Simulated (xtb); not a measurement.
Species: C₉H₆BNS, SMILES `Bc1c(C#N)ccc2sccc12` (charge 0, multiplicity 1).

**Question.** Give a relaxed geometry from GFN2-xTB (xtb 6.7.1).

**Answer.** This is not unique; one that fits is the end point of this relaxation, one of several conformers (outside a Z-matrix the atoms follow the SMILES, hydrogens last).
Cartesian coordinates (Å) in one orientation:
```xyz
18

B     -0.279     2.354     0.096
C     -0.367     0.810     0.036
C     -1.613     0.157    -0.015
C     -2.819     0.899    -0.002
N     -3.829     1.441     0.004
C     -1.741    -1.237    -0.096
C     -0.623    -2.041    -0.116
C      0.622    -1.432    -0.058
S      2.157    -2.247    -0.063
C      2.978    -0.727     0.032
C      2.147     0.336     0.067
C      0.770    -0.029     0.013
H      0.736     2.904    -0.081
H     -1.243     2.976     0.312
H     -2.728    -1.673    -0.140
H     -0.708    -3.115    -0.174
H      4.050    -0.727     0.059
H      2.490     1.352     0.129
```
